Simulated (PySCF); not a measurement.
Species: CH₁₀OSSi₄.
Numbering: `[SiH3:1][O:2][SiH2:3][Si@@H:4]1[CH2:5][SiH2:6][S:7]1` (hydrogens: H8, H9, H10 on Si1; H11, H12 on Si3; H13 on Si4; H14, H15 on C5; H16, H17 on Si6)

Level of theory: TDDFT CAM-B3LYP/def2-SVPD, vertical, gas phase, core orbitals frozen in the response in PySCF. Geometry: GFN2-xTB, one conformer, isolated molecule. Torsions of this conformer, `[SiH3:1][O:2][SiH2:3][Si@@H:4]1[CH2:5][SiH2:6][S:7]1`: Si1–O2–Si3–Si4 -173°, O2–Si3–Si4–C5 -88°.

```tsv
state	E (eV)	λ (nm)	ν̃ (cm⁻¹)	f	main configurations (H = HOMO, L = LUMO)
S1	4.90	253.2	39500	0.0067	H→L (90%)
S2	5.55	223.5	44740	0.0053	H→L+1 (83%)
S3	5.86	211.6	47260	0.017	H-1→L (62%), H-2→L (24%)
S4	5.96	208.0	48070	0.0010	H→L+3 (41%), H→L+2 (40%)
S5	6.10	203.2	49220	0.022	H-2→L (62%), H-1→L (23%)
S6	6.48	191.4	52240	0.011	H-1→L+1 (60%), H-2→L+1 (9%)
S7	6.67	185.8	53810	0.0095	H-2→L+1 (35%), H-1→L+1 (20%), H→L+2 (12%)
S8	6.78	182.9	54690	0.0057	H-3→L (53%), H-2→L+1 (12%), H-3→L+1 (10%)
```

Triplets (Tamm–Dancoff): T1 4.59 eV, H→L (85%); T2 5.18 eV, H→L+1 (73%); T3 5.46 eV, H-1→L (55%), H-2→L (18%).

The lowest singlet comes at 253 nm (473 kJ/mol) in the ultraviolet; it is weak; its leading configuration is HOMO→LUMO (90%). The most intense listed level is S5 at 6.10 eV (203 nm, f = 0.022), 1.20 eV above S1. Löwdin shares by element: HOMO sulfur 65%, silicon 23% or more; LUMO silicon 46% or more, sulfur 12% (atoms not listed hold the other 42%). The listed states span 1.88 eV, and the widest gap between neighbours is 0.65 eV (S1 to S2). Orbital energies (eV): HOMO-3 -10.09, HOMO-2 -9.35, HOMO-1 -9.15, HOMO -8.13, LUMO -0.18, LUMO+1 0.38, LUMO+2 0.95. The oscillator strengths of these states sum to 0.078; summed over the whole spectrum of an exact calculation they would give the number of electrons, 96 (Thomas–Reiche–Kuhn). Singlets were solved by full linear response, triplets in the Tamm–Dancoff approximation.
